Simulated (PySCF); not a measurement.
# Working out the ionisation energy of Co

Co [Ar] 3d7 4s2 (4F) → Co⁺ [Ar] 3d8 (3F). All numbers are calculated (PySCF 2.14, the spin-free X2C one-electron Hamiltonian (Gaussian nucleus), in x2c-TZVPPall (6s5p4d2f1g, 64 functions)). Frozen: [Ar]. Energies in hartree (1 hartree = 27.21139 eV):

```json
{"part": "UHF", "Co (lower)": "-1391.871646", "Co⁺ (upper)": "-1391.566955"}
{"part": "CCSD correlation", "Co (lower)": "-0.246987", "Co⁺ (upper)": "-0.257329"}
{"part": "(T)", "Co (lower)": "-0.008007", "Co⁺ (upper)": "-0.008378"}
```

Problem. What does Hartree-Fock give?

Solution. (-1391.566955) − (-1391.871646) = 0.304691 hartree = 8.291 eV.

Problem. What do CCSD and CCSD(T) give?

Solution. The CCSD correlation energies differ by -0.010342 hartree = -0.281 eV and the triples by -0.000371 hartree = -0.010 eV, so CCSD gives 8.010 eV and CCSD(T) 8.000 eV.

Measured between the centres of the two terms (NIST): 7.869 eV, so CCSD(T) (valence) is off by 0.131 eV.

What remains against the reference includes basis incompleteness, the frozen core and higher excitations.
